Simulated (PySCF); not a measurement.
CH₄MgSe, SMILES [SeH][Mg][CH3], B3LYP/def2-SVP optimised geometry.

```
7

Mg    -0.20    -0.03     0.00
C     -0.24     2.06     0.00
H      0.31     2.48    -0.86
H      0.22     2.48     0.92
H     -1.27     2.45    -0.04
Se    -0.21    -2.48     0.00
H      1.27    -2.48     0.00
```

Density from B3LYP/def2-TZVP run with PySCF at that geometry.

Minimum of the electron density along straight lines between bonded atoms, close to the bond critical point (lines longer than 1.1 times the sum of covalent radii, or with two minima, are not listed):

| bond | length / Å | ρ at the minimum / e bohr⁻³ | ∇²ρ there / e bohr⁻⁵ | position (fraction from the first atom) |
|---|---|---|---|---|
| Mg1–C2 | 2.092 | 0.057 | 0.24 | 0.42 |
| C2–H3 | 1.104 | 0.263 | -0.84 | 0.64 |
| C2–H4 | 1.104 | 0.263 | -0.84 | 0.64 |
| C2–H5 | 1.104 | 0.263 | -0.84 | 0.64 |
| Mg1–Se6 | 2.452 | 0.042 | 0.15 | 0.38 |
| Se6–H7 | 1.479 | 0.168 | -0.26 | 0.63 |
